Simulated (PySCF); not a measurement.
C8H14Pt, singlet, GFN2-xTB optimised geometry.

```
23

Pt    -0.14    -0.20     0.00
C      1.05     1.29     1.33
C      1.04     1.79     0.00
C      1.76     0.89    -0.81
C      2.17    -0.20     0.00
C      1.74     0.07     1.33
H      0.70     1.82     2.20
H      0.71     2.78    -0.30
H      2.04     1.04    -1.84
H      2.85    -0.98    -0.30
H      2.03    -0.50     2.20
C     -0.63    -2.11     0.59
H     -0.61    -2.13     1.68
H      0.15    -2.78     0.21
H     -1.59    -2.49     0.25
C     -0.91    -0.66    -1.86
H     -0.16    -1.27    -2.37
H     -1.03     0.29    -2.40
H     -1.86    -1.18    -1.87
C     -2.04     0.38     0.56
H     -2.22     1.38     0.15
H     -2.06     0.43     1.65
H     -2.85    -0.27     0.23
```

Density from B3LYP/def2-SVP, def2 effective core potentials past Kr in PySCF at that geometry. The core electrons that the potentials of Pt replace are not part of the density.

Minimum of the electron density along straight lines between bonded atoms, close to the bond critical point (lines longer than 1.1 times the sum of covalent radii, or with two minima, are not listed):

```csv
bond,length / Å,ρ at the minimum / e bohr⁻³,∇²ρ there / e bohr⁻⁵,position (fraction from the first atom)
Pt1–C2,2.323,0.070,0.21,0.54
Pt1–C3,2.314,0.070,0.21,0.54
C2–C3,1.422,0.294,-0.70,0.50
C3–C4,1.413,0.298,-0.71,0.50
Pt1–C5,2.313,0.070,0.21,0.54
C4–C5,1.414,0.298,-0.71,0.50
Pt1–C6,2.324,0.070,0.21,0.54
C2–C6,1.409,0.300,-0.72,0.50
C5–C6,1.421,0.294,-0.70,0.50
C2–H7,1.080,0.283,-1.09,0.64
C3–H8,1.080,0.282,-1.07,0.64
C4–H9,1.080,0.283,-1.09,0.64
C5–H10,1.080,0.282,-1.07,0.64
C6–H11,1.080,0.283,-1.09,0.64
C12–H13,1.094,0.273,-0.98,0.62
C12–H14,1.093,0.273,-0.99,0.63
C12–H15,1.089,0.276,-1.01,0.63
C16–H17,1.094,0.273,-0.99,0.63
C16–H18,1.094,0.273,-0.98,0.63
C16–H19,1.089,0.276,-1.01,0.63
C20–H21,1.093,0.273,-0.99,0.63
C20–H22,1.094,0.273,-0.98,0.62
C20–H23,1.089,0.276,-1.01,0.63
```
